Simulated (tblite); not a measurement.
Compound: C₇H₁₁F₃O.
Cartesian coordinates in Å at the GFN2-xTB level; atoms count from 1:
```xyz
22
C7H11F3O angstrom
C     -1.0112    1.8752    0.2753
C     -0.9909    0.5608   -0.4893
C     -1.5739   -0.6288    0.2729
C     -1.1259   -1.8258   -0.5617
C      0.2861   -1.4553   -1.0435
C      0.4178    0.0650   -0.8538
O      1.3104    0.3506    0.2604
C      2.5462    0.6275   -0.0576
F      3.2663    0.8269    1.0420
F      3.1745   -0.3408   -0.7608
F      2.6857    1.7375   -0.8159
H     -0.5029    1.7664    1.2292
H     -2.0388    2.1787    0.4598
H     -0.5146    2.6563   -0.2960
H     -1.5375    0.6808   -1.4307
H     -2.6558   -0.5695    0.3733
H     -1.1267   -0.6702    1.2661
H     -1.7914   -1.9470   -1.4175
H     -1.1321   -2.7538    0.0062
H      0.4449   -1.7338   -2.0841
H      1.0463   -1.9540   -0.4431
H      0.8133    0.5724   -1.7375
```

All values are computed: GFN2-xTB (tblite) harmonic vibrations without scaling, gas phase. Against measured fundamentals such values can be off by several per cent, at times by over 20. One conformer, not necessarily the lowest.

Harmonic wavenumbers (cm⁻¹): 25.8, 38.8, 63.2, 156.7, 179.2, 194.4, 219.9, 295.1, 328.3, 383.2, 435.6, 488.8, 533.7, 569.3, 573.6, 594.9, 665.7, 821.0, 837.5, 879.4, 916.8, 940.1, 967.5, 974.7, 986.7, 1011.9, 1036.1, 1075.8, 1100.1, 1104.7, 1142.0, 1162.5, 1175.2, 1190.7, 1213.2, 1240.3, 1255.5, 1280.1, 1300.2, 1311.5, 1317.9, 1337.2, 1344.3, 1409.7, 1465.3, 1477.7, 1491.2, 1497.8, 1498.2, 2934.2, 2951.3, 2983.7, 3004.3, 3010.5, 3016.0, 3020.5, 3024.5, 3036.3, 3042.2, 3057.7.

A = 1872, B = 757.8, C = 634.1 MHz; mass 168.076 u (most abundant isotopes); point group C1, symmetry number 1.

Q: Zero-point energy?

A: Half the sum of the wavenumbers: 38295 cm⁻¹ = 109.49 kcal/mol.

Q: Entropy at 298.15 K, 1 bar (ideal gas, RRHO, classical rotation)?

A: Translation 41.29, rotation 30.26, vibration 34.50: S = 106.1 cal/(mol K).

Q: And Cp and H(298.15 K) − H(0)?

A: Cp = 42.32 cal/(mol K), of which vibrations give 34.37 (their classical limit is 60 R = 119.2); H(298.15 K) − H(0) = 7.48 kcal/mol without the zero-point energy, 5.11 from vibrations.

Q: What must be added to the electronic energy to get the Gibbs energy at 298.15 K and 1 bar?

A: ZPE + [H(298.15 K) − H(0)] − T·S = 109.49 + 7.48 − 31.62 = 85.35 kcal/mol.

Q: Which modes carry the vibrational entropy at 298.15 K?

A: 25.8 cm⁻¹: 6.13; 38.8 cm⁻¹: 5.32; 63.2 cm⁻¹: 4.35; 156.7 cm⁻¹: 2.59; 179.2 cm⁻¹: 2.34; 194.4 cm⁻¹: 2.19 cal/(mol K); the other 54 give 11.59 together.

Q: Blend soft modes into free rotors: weight 1/[1 + (100 cm⁻¹/ν̃)⁴] for the oscillator and the rest for a rotor with moment μB/(μ + B), μ = h/(8π²ν), B = 10⁻⁴⁴ kg m². What vibrational entropy results?

A: 30.18 cal/(mol K) in place of 34.50, which changes −T·S at 298.15 K by +1.29 kcal/mol.

Q: How do the functions run with temperature in this model?

A: 
```csv
T (K),S (cal/(mol K)),Cp (cal/(mol K)),H − H(0) (kcal/mol),G − H(0) (kcal/mol),ln q(vib)
50,63.2,14.3,0.56,-2.59,1.24
100,74.8,19.8,1.42,-6.06,2.86
373.15,116.6,51.7,11.01,-32.49,10.91
500,133.7,65.6,18.48,-48.37,14.61
750,164.2,84.6,37.47,-85.71,21.81
1000,190.3,96.5,60.22,-130.12,28.63
```

q(vib) and H(0) count from the zero-point level.

Hindered rotation and anharmonicity are outside this model. Other conformers, if any are populated, would add a mixing term that is left out. The structure is chiral; the term R ln 2 for an equal mix with its mirror image is left out.
